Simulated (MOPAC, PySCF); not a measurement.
AlBr3, SMILES `[Br][Al]([Br])[Br]`, neutral singlet in the gas phase. 

Cartesian coordinates (Å):
SMILES: [Br][Al]([Br])[Br]
```xyz
4

Br    -1.7361    -1.3515    -0.2085
Al     0.0000     0.0000     0.2046
Br     1.9466    -0.8591     0.9002
Br    -0.2105     2.2107    -0.0779
```
Charge 0, spin multiplicity 1.

All levels are single points at this geometry (B3LYP-D3(BJ)/def2-TZVP); Pople sets use spherical d functions. Orbital energies aren't observables, and empty levels follow the basis.

PM3 in MOPAC gives HOMO (eV) = -12.98.

Q: Estimate the HOMO (eV) from each of these levels: B3LYP-D3(BJ)/def2-TZVP in PySCF; B3LYP/3-21G in PySCF; B3LYP/6-31G* in PySCF; M06-2X/6-31G* in PySCF; HF/3-21G in PySCF.

A: 
| level | HOMO (eV) |
|---|---|
| B3LYP-D3(BJ)/def2-TZVP in PySCF | -8.36 |
| B3LYP/3-21G in PySCF | -8.15 |
| B3LYP/6-31G* in PySCF | -8.32 |
| M06-2X/6-31G* in PySCF | -9.88 |
| HF/3-21G in PySCF | -11.49 |
